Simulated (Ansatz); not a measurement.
`F[CH2][GaH][F]` + `[SnH4]` → `F[CH2][GaH][SnH3]` + H–F  (formal exchange of groups at a Ga–F bond)

Isolated molecules relaxed with PBE0-D4/def2-TZVP in Ansatz; ΔE leaves out vibrations. CCSD(T)/CBS adds triple-zeta CCSD(T) − MP2 to the extrapolated MP2 energy (def2 sets, frozen cores). This one scheme is used for every species. Functionals use def2-TZVPP. B3LYP here is the variant with VWN-RPA as its local correlation; programs differ in this. HSE06 is defined as in plane-wave codes. def2 core potentials past Kr. For Ga, Sn outer-core shells are correlated without core-valence functions, which leaves a few kJ/mol of doubt a bond. Scalar relativity is left out up to krypton. Each species was taken in one conformer, which may not be the lowest.

```tsv
level	ΔE (kcal/mol)	difference from CCSD(T)/CBS
LDA (SPW92)	9.3	1.2
PBE-D4	9.2	1.1
BLYP-D4	11.8	3.7
r2SCAN-D4	12.1	4.0
B97M-V	15.9	7.8
PBE0-D4	8.7	0.6
B3LYP-D4	11.2	3.1
r2SCANh-D4	11.5	3.4
r2SCAN0-D4	10.7	2.6
HSE06-D4	8.6	0.5
CAM-B3LYP-D4	13.5	5.4
ωB97X-V	13.2	5.1
ωB97M-V	11.8	3.7
B2PLYP	12.6	4.5
PBE	10.3	2.2
revPBE	10.8	2.7
BLYP	13.7	5.6
r2SCAN	12.4	4.3
PBE0	9.8	1.7
r2SCANh	11.9	3.8
r2SCAN0	11.1	3.0
HSE06	9.6	1.5
BHLYP	13.5	5.4
CAM-B3LYP	14.7	6.6
LC-ωPBE	13.4	5.3
RPA@PBE/def2-TZVPP	11.7	3.6
HF/def2-SVP	18.0	9.9
MP2/def2-SVP	16.3	8.2
CCSD(T)/def2-SVP	15.7	7.6
HF/def2-TZVPP	16.0	7.9
MP2/def2-TZVPP	10.1	2.0
SCS-MP2/def2-TZVPP	12.2	4.1
CCSD/def2-TZVPP	11.2	3.1
CCSD(T)/def2-TZVPP	10.9	2.8
HF/def2-QZVPP	16.5	8.4
MP2/def2-QZVPP	8.7	0.6
SCS-MP2/def2-QZVPP	11.0	2.9
HF/CBS(def2)	16.6	8.5
MP2/CBS(def2)	7.3	-0.8
CCSD/CBS(def2)	8.5	0.4
CCSD(T)/CBS	8.1	0
```

Question: What do rigid-rotor, harmonic-oscillator terms from PBE0-D4/def2-TZVP frequencies (298.15 K, 1 bar) make of the CCSD(T)/CBS value? (Estimate.)

Answer: The calculation gave: ΔZPE = +0.8 kcal/mol, ΔH = +9.9 kcal/mol, ΔS = 16 J/(mol·K), ΔG = +8.8 kcal/mol. Modes under 50 cm⁻¹ make the entropy rough.

Largest T1 diagnostic among the species: 0.013.

From r2SCAN to r2SCAN0 (25 % exact exchange), in def2-TZVPP and without D4, ΔE moves by −1.3 kcal/mol. In def2-TZVPP, CCSD(T) changes the Hartree–Fock value by −5.1 kcal/mol (the triples alone add −0.4 kcal/mol) and MP2 by −5.9 kcal/mol.
